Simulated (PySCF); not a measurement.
PySCF input file for Se(Br)(OMe) (CH3BrOSe), SMILES CO[Se]Br, IEF-PCM-B3LYP/def2-SVP. Coordinates come from a PBE0-D3(BJ)/def2-SVP optimisation. The structure was generated by enumeration, and PubChem lists no compound with its InChIKey, so it may never have been made. One conformer was computed; it need not be the lowest.

```python
import numpy as np
from pyscf import gto, scf, dft
from pyscf.solvent import pcm

mol = gto.M(
    atom='''
    Se   -0.02714267   -0.45841899    0.89516721
    Br    0.79730535    1.10533601   -0.63616941
    O    -0.87214750   -1.59931192   -0.17487618
    C    -2.11369991   -1.17641047   -0.70163457
    H    -1.97772263   -0.35186943   -1.42199799
    H    -2.53596519   -2.04430453   -1.22859667
    H    -2.80976900   -0.85138254    0.08965564
    ''',
    basis='def2-SVP',
    charge=0,
    spin=0,
    max_memory=1600,
    verbose=3,
)
mf = dft.RKS(mol, xc='b3lyp').density_fit(auxbasis='def2-universal-jkfit')
mf.grids.level = 3
mf.conv_tol = 1e-9
mf.max_cycle = 100
mf.kernel()
res = {}
for name, eps in {'water': 78.355, 'chloroform': 4.7113, 'dimethylsulfoxide': 46.826}.items():
    s = mf.PCM()
    s.with_solvent.method, s.with_solvent.eps, s.with_solvent.lebedev_order = 'IEF-PCM', eps, 29
    s.kernel(mf.make_rdm1())
    res[name] = (s.e_tot, eps, s.dip_moment(), s.mo_energy, s.converged)
    print(f'{name}: electrostatic solvation free energy {(s.e_tot - mf.e_tot) * 627.509474:.3f} kcal/mol')
```

It prints:

```
converged SCF energy = -5090.19027316023

WARN: PCM is an experimental feature. It is still in testing.
Features and APIs may be changed in the future.

converged SCF energy = -5090.19498421137
Dipole moment(X, Y, Z, Debye): -2.06201, -0.11353,  0.61240
water: electrostatic solvation free energy -2.956 kcal/mol

WARN: PCM is an experimental feature. It is still in testing.
Features and APIs may be changed in the future.

converged SCF energy = -5090.19358659428
Dipole moment(X, Y, Z, Debye): -1.93531, -0.10974,  0.53916
chloroform: electrostatic solvation free energy -2.079 kcal/mol

WARN: PCM is an experimental feature. It is still in testing.
Features and APIs may be changed in the future.

converged SCF energy = -5090.19491581527
Dipole moment(X, Y, Z, Debye): -2.05576, -0.11365,  0.60849
dimethylsulfoxide: electrostatic solvation free energy -2.913 kcal/mol
```

Self-consistency was reached.
